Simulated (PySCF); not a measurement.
Mapped SMILES: `[N:1]#[C:2][C:3]1([SiH2:4][n:5]2[cH:6][cH:7][cH:8][cH:9]2)[CH2:10][CH2:11]1`. Hydrogens are named by the atom that carries them.

Geometry: PBE0-D3(BJ)/def2-SVP; GIAO shifts from PySCF, gas phase, non-relativistic, averaged over equivalent atoms.

At PBE0/pcSseg-1 (244 basis functions, 45 s wall time on 1 thread of an Arm Neoverse V2, shared host):
| atoms | δ (ppm) |
| --- | --- |
| N1 | 294.9 |
| N5 | 176.9 |
| C6/C9 | 128.5 |
| C2 | 127.2 |
| C7/C8 | 119.2 |
| C10/C11 | 13.8 |
| C3 | -3.4 |
| Si4 | -13.2 |
| H(C6)/H(C9) | 6.90 |
| H(C7)/H(C8) | 6.63 |
| H(Si4) | 4.86 |
| Hb(C10)/Ha(C11) | 1.15 |
| Ha(C10)/Hb(C11) | 0.84 |

Chemical shifts δ = σref − σ; $^{15}$N (σ = 265.67 ppm) vs NH3; $^{13}$C (σ = 184.41 ppm) and $^{29}$Si (σ = 351.99 ppm) and $^{1}$H (σ = 31.27 ppm) against TMS, all at this level.

Problem. What do these become at WP04/pcSseg-2?

Solution. 
```
          atoms  δ at WP04/pcSseg-2  change
             N1               278.9   -16.0
             N5               171.2    -5.7
          C6/C9               132.0    +3.5
             C2               125.3    -1.9
          C7/C8               122.8    +3.6
        C10/C11                15.4    +1.6
             C3                -0.9    +2.5
            Si4               -24.1   -10.9
    H(C6)/H(C9)                6.78   -0.12
    H(C7)/H(C8)                6.42   -0.21
         H(Si4)                4.32   -0.54
Hb(C10)/Ha(C11)                1.29   +0.14
Ha(C10)/Hb(C11)                0.96   +0.12
```

Referencing at the same level of theory: $^{15}$N (σ = 244.72 ppm) vs NH3; TMS for $^{13}$C (σ = 172.10 ppm) and $^{29}$Si (σ = 328.00 ppm) and $^{1}$H (σ = 31.61 ppm).

The largest change is at N1 (nitrile nitrogen). Cost: 543 basis functions, 3.3 min wall time on 1 thread of an Arm Neoverse V2, shared host. The order of the carbon signals is the same at both levels.

Experimental scales use liquid or dissolved standards, which lie at an offset from isolated NH3 (liquid NH3: subtract about 20 ppm). Unscaled 15N shifts of sp2 nitrogen come out 20 to 40 ppm too high even then.
